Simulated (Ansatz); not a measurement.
# InCl (SMILES [Cl][In]): methods side by side

The species is InCl (2 atoms), meant as a singlet with charge 0. SMILES: `[Cl][In]`. The coordinates come from a PBE0-D4/def2-TZVP relaxation.

```tsv
atom	x (Å)	y (Å)	z (Å)
Cl	0.0000	0.0000	-0.0139
In	0.0000	0.0000	2.3996
```

Quantity: the energy change with the Cl1–In2 bond stretched from 2.414 to 5.964 Å, in eV. The values are calculated.

```tsv
level	kind	program	value (eV)	less FCI/STO-3G	CPU time (all runs)
HF/STO-3G (restricted)	Hartree–Fock	Ansatz	5.99	+0.23	1.1 s
SVWN5/STO-3G (restricted)	LDA	Ansatz	5.31	-0.45	2 s
BLYP/STO-3G (restricted)	GGA	Ansatz	4.87	-0.89	3.5 s
B3LYP/STO-3G (restricted)	global hybrid	Ansatz	5.34	-0.42	11 s
r2SCAN0/STO-3G (restricted)	hybrid meta-GGA	Ansatz	5.60	-0.16	37 s
CAM-B3LYP/STO-3G (restricted)	range-separated hybrid	Ansatz	5.94	+0.18	3.7 s
HSE06/STO-3G (restricted)	range-separated hybrid	Ansatz	5.43	-0.33	17 s
FCI/STO-3G	exact in the basis	Ansatz	5.76	0.00	2.3 s
```

FCI/STO-3G is exact within its basis and frozen core, so for wave-function methods in that basis the difference is their error; functionals converge differently with the basis, so for them it is only a difference. All-electron rows without a relativistic Hamiltonian named are non-relativistic. The first shape isn't each level's own minimum. The values span 4.87 to 5.99 eV. All rows use very small basis sets, so none should be taken for the real molecule's value. In so small a basis fixed costs decide the times, and correlated methods can beat functionals. Times are those of the runs behind each value, whatever else they computed, on shared processors of several kinds: orders of magnitude only.
